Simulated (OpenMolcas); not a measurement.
## Er3+: effect of the active space

| Property | Result |
| --- | --- |
| Program | OpenMolcas |
| Method | SS-CASPT2 or its RAS form, IPEA 0.25 Eh, imaginary shift 0.1 Eh |
| Basis | ANO-R2 |
| Scalar Hamiltonian | X2C, finite nucleus |
| Spin-orbit coupling | state interaction with AMFI integrals over the reference wave functions, term energies averaged over their components |

A. 11 electrons in 7 orbitals (4f); 2S+1 = 4 odd, 35 roots; 2S+1 = 2 odd, 112 roots (96 in the spin-orbit step); closed shells correlated: 5s 5p; CASPT2 step of the order of 50 core-seconds
B. 11 electrons in 12 orbitals (RAS2 4f; RAS3 5d, at most 1 electron); 2S+1 = 4 odd, 35 roots; 2S+1 = 2 odd, 112 roots (105 in the spin-orbit step); 2S+1 = 6 even, 175 roots (91 in the spin-orbit step); 2S+1 = 4 even, 127 roots kept (CI in the orbitals of an earlier block, 65 in the spin-orbit step); 2S+1 = 2 even, 124 roots kept (CI in the orbitals of an earlier block, 0 in the spin-orbit step); closed shells correlated: 5s 5p; CASPT2 step of the order of 6 core-minutes

Energies in cm⁻¹ above 4f¹¹ ⁴I°_15/2, the measured ground level; measured values from the list in Tchang-Brillet, Wyart, Meftah and Ait Mammar, Atoms 6, 52 (2018).

```
                  Level      A      B  Measured
          4f¹¹ ⁴I°_15/2    0.0    0.0       0.0
          4f¹¹ ⁴I°_13/2   6610   6610      6508
          4f¹¹ ⁴I°_11/2  10360  10370     10172
    4f¹¹ ⁴I°_9/2 [62 %]  12770  12790     12469
    4f¹¹ ⁴F°_9/2 [62 %]  16660  16650     15405
    4f¹¹ ⁴S°_3/2 [70 %]  20460  20510          
4f¹¹ ²H°_11/2(1) [64 %]  20610  20650     19332
           4f¹¹ ⁴F°_7/2  22410  22400          
           4f¹¹ ⁴F°_5/2  24300  24310          
    4f¹¹ ⁴F°_3/2 [64 %]  24550  24570          
          4f¹¹ ⁴G°_11/2  29310  29340     26708
          4f¹¹ ²K°_15/2  30150  30060          
    4f¹¹ ⁴G°_9/2 [74 %]  30700  30680     27767
          4f¹¹ ²K°_13/2  35610  35520          
           4f¹¹ ²P°_1/2  36170  36280          
    4f¹¹ ⁴G°_7/2 [72 %]  37200  37180          
           4f¹¹ ⁴G°_5/2  37360  37400          
 4f¹¹ ²D°_5/2(1) [72 %]  38260  38360          
           4f¹¹ ⁴D°_7/2  45930  45980          
   4f¹¹ ²I°_11/2 [70 %]  45960  45970          
          4f¹¹ ²L°_17/2  47180  47110          
          4f¹¹ ²I°_13/2  48290  48280          
    4f¹¹ ⁴D°_3/2 [72 %]  48840  48910          
          4f¹¹ ²L°_15/2  53380  53310
```

Deviations, from unrounded energies. A percentage is the sum of absolute deviations over the sum of measured energies, with the sign that they share, or ± where signs differ.

```
                        Against measurement  Levels     A     B
             mean absolute deviation (cm-1)       7  1200  1200
      fine structure of the ground term (%)       3  +2.0  +2.1
other terms of the ground configuration (%)       4  +9.0  +9.1
```

A, B lie about equally close to measurement. The largest miss of A in the table is 4f¹¹ ⁴G°_9/2 [74 %], by +2900 cm-1. The ranking rests on the paired levels alone, and a cruder setting can come out closer through cancelling errors.

The spin-orbit steps hold different terms of 4f¹¹ (A lacks a ²G°), which shifts levels as well.

The two smallest mean deviations differ by little beside CASPT2's spread within terms, so their order carries little weight.

Between A and B the level of the table that moves most is 4f¹¹ ²P°_1/2, by 110 cm-1 (lowest in A, highest in B). Moves below CASPT2's spread within the term are not significant.

Term energies are means over components that CASPT2 splits; among the terms shown or strongly mixed into the levels shown the widest spread is 750 cm-1 (4f¹¹ ⁴I°, A). High states are left out of the spin-orbit mixing, which shifts the levels that they would mix with. Some levels mix across a computed gap that differs much from the measured one, so their mixing is not that of the real levels. The CASPT2 spread within a term exceeds the gap to the next term for 4f¹¹ ⁴G° and 4f¹¹ ²K°, so the order of their levels is uncertain. Each CASPT2 term energy is a mean over a sample of three components (holds for B). Computed and measured levels are paired by configuration, term and J; levels that our copy of the source lacks, or whose pairing is in doubt (as where it misses far off the trend of its configuration), stay unpaired and out of the deviations. Levels of configurations outside the active space are missing. The table leaves out levels that lie high or whose names do not pair safely across all columns.

A share in square brackets marks a mixed level and gives the weight of the term that names it, the lowest over the columns. A number in round brackets counts repeated terms of one configuration in the order of the reference energies. ° marks odd parity.
